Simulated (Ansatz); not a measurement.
C2H6BNSe (`CB(N)C=[Se]`), relaxed with RKS PBE-D4/def2-SVP in Ansatz from a rough embedded geometry. The force threshold is 0.03 eV/Å; the program also tests the step.

Charge 0, multiplicity 1.

Start:

```xyz
11

C    -0.559    0.780    0.942
B     0.098   -0.024   -0.240
N    -0.260    0.243   -1.691
C     1.238   -1.080    0.052
Se    1.781   -1.613    1.881
H    -1.165    0.047    1.577
H     0.153    1.322    1.515
H    -1.338    1.495    0.491
H    -0.991    1.033   -1.754
H    -0.643   -0.591   -2.100
H     1.687   -1.611   -0.674
```

(1) By how much does the energy fall, and how many steps does the optimiser take? (An estimate is asked.)

(2) Which bonds change most? (Estimate.)

(3) Give the relaxed structure. (An estimate is asked.)

Answers

(1) Ansatz gave: 139.45 kJ/mol, in 14 steps, 1 of them rejected.

(2) Ansatz gave: C4–Se5 from 1.981 to 1.780 Å; B2–N3 from 1.517 to 1.409 Å; C4–H11 from 1.005 to 1.113 Å; N3–H9 from 1.078 to 1.021 Å.

(3) The calculation gave: 
```xyz
11

C    -0.620    0.841    0.972
B     0.005   -0.037   -0.180
N    -0.391    0.115   -1.524
C     1.108   -1.141    0.084
Se    1.757   -1.591    1.680
H    -1.061    0.189    1.756
H     0.177    1.415    1.491
H    -1.396    1.554    0.629
H    -1.098    0.787   -1.828
H    -0.003   -0.439   -2.290
H     1.521   -1.695   -0.789
```
